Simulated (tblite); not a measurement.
Species: C7H9OPS.
Z-matrix (Å and degrees, GFN2-xTB geometry), rows numbered from 1:
```
C 
C   1  1.5054
C   2  1.5472  1  117.64
P   3  1.8247  2   65.38  1  -110.89
S   4  1.9379  2  127.23  3  -108.72
C   4  1.7932  2  108.28  3    97.92
C   6  1.3687  4  130.22  2   153.23
C   7  1.4123  6  105.62  4  -179.77
C   8  1.3621  7  106.09  6     0.04
O   9  1.3400  8  110.97  7     0.00
H   1  1.0898  2  110.37  3   -69.41
H   1  1.0898  2  110.10  3    50.53
H   1  1.0882  2  110.73  3   170.39
H   2  1.0853  1  114.72  3   139.44
H   3  1.0816  2  117.04  4  -112.83
H   3  1.0833  2  115.73  4   108.77
H   7  1.0710  6  126.28  4     0.39
H   8  1.0703  7  126.94  6  -179.98
H   9  1.0726  8  131.90  7   179.99
```

Level: GFN2-xTB in tblite, geometry and Hessian alike; calculated harmonic values, unscaled, isolated species. Against measured fundamentals such values can be off by several per cent, at times by over 20. One conformer, not necessarily the lowest.

Harmonic wavenumbers (cm⁻¹): 39.3, 75.1, 88.5, 109.2, 153.9, 185.7, 231.4, 259.0, 275.2, 375.2, 421.0, 581.5, 599.4, 605.4, 666.4, 740.5, 773.3, 801.8, 824.7, 851.0, 856.0, 881.4, 912.5, 934.9, 967.3, 1006.1, 1030.3, 1081.3, 1083.5, 1114.9, 1122.8, 1153.4, 1185.2, 1214.6, 1281.5, 1362.0, 1377.8, 1408.5, 1431.2, 1480.2, 1484.4, 1547.3, 3003.9, 3007.9, 3015.5, 3032.6, 3038.4, 3062.5, 3164.4, 3182.6, 3194.3.

A = 1681, B = 736.7, C = 559.2 MHz; mass 172.011 u (most abundant isotopes); point group C1, symmetry number 1.

Question: Zero-point energy?

Answer: Half the sum of the wavenumbers: 31138 cm⁻¹ = 372.50 kJ/mol.

Question: What is S at 298.15 K and 1 bar for an ideal gas of classical rigid rotors and harmonic oscillators?

Answer: Translation 173.05, rotation 127.69, vibration 135.46: S = 436.2 J/(mol K).

Question: And Cp and H(298.15 K) − H(0)?

Answer: Cp = 170.69 J/(mol K), of which vibrations give 137.43 (their classical limit is 51 R = 424.0); H(298.15 K) − H(0) = 30.80 kJ/mol without the zero-point energy, 20.88 from vibrations.

Question: What must be added to the electronic energy to get the Gibbs energy at 298.15 K and 1 bar?

Answer: ZPE + [H(298.15 K) − H(0)] − T·S = 372.50 + 30.80 − 130.05 = 273.25 kJ/mol.

Question: Which modes carry the vibrational entropy at 298.15 K?

Answer: 39.3 cm⁻¹: 22.15; 75.1 cm⁻¹: 16.80; 88.5 cm⁻¹: 15.45; 109.2 cm⁻¹: 13.74; 153.9 cm⁻¹: 10.98; 185.7 cm⁻¹: 9.50 J/(mol K); the other 45 give 46.85 together.

Hindered rotation and anharmonicity are outside this model. Other conformers, if any are populated, would add a mixing term that is left out. The structure is chiral; the term R ln 2 for an equal mix with its mirror image is left out.

Hardware: one thread of an Arm Neoverse V2 (shared host). Cost: 0.73 s. The figure is for the frequency step alone.
